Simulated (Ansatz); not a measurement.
Born–Oppenheimer molecular dynamics of F2Sb (3 atoms, charge 0, multiplicity 2). It starts from a relaxed structure.

Computed with UKS PBE-D4/def2-SVP (Ansatz 0.2.0).

| Property | Result |
| --- | --- |
| ensemble | NVT, Langevin thermostat |
| time step | 1 fs |
| steps asked | 150 |
| set temperature | 500 K |
| friction | 1 /fs |
| seed | 859815 |

First frame:

```xyz
3
Properties=species:S:1:pos:R:3
F -0.939 1.118 -0.401
Sb -0.375 -0.753 -0.284
F 1.303 -0.430 0.672
```

(1) How far do the bonds stretch over the last three quarters of this one trajectory? (Pairs bonded in most of those frames.)

## Answers

(1) 
```tsv
bond	mean (Å)	spread (Å)	shortest	longest
F1–Sb2	1.971	0.025	1.91	2.01
Sb2–F3	2.015	0.039	1.94	2.07
```

Mean temperature of the second half: 506 K. A run of 0.15 ps of so small a system gives no equilibrium averages. The friction is so strong that the motion is overdamped, so the time scale means little.

Time of the run: 3.4 min on 1 CPU thread of a shared host.
